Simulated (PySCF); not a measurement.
A compound of formula C28H32 has these computed shifts in ppm, with the number of atoms in brackets (GIAO KT3/pcSseg-1, gas phase, PySCF SCF with an in-house response code, fitting set def2-universal-JFIT, grid level 2, non-relativistic, on the GFN2-xTB geometry; 13C, 1H against isolated TMS).

1H: 8.25 (2), 7.28 (2), 7.20 (1), 2.67 (6), 2.07 (6), 1.99 (3), 1.78 (3), 1.63 (3), 1.16 (6)
13C: 135.1 (1), 129.5 (2), 120.2 (2), 119.7 (1), 55.8 (1), 54.4 (3), 45.6 (3), 45.5 (3), 43.9 (6), 40.7 (3), 35.7 (3)

(1) Which structure gave them?

Answers

(1) c1ccc([C@]23[C@@]45C[C@@H]6C[C@@H]7[C@H]4[C@@H]4C[C@@H](C[C@]28C[C@H]2C[C@H]([C@@H]7[C@@]3(C2)C6)[C@H]48)C5)cc1. Other isomers were not compared.
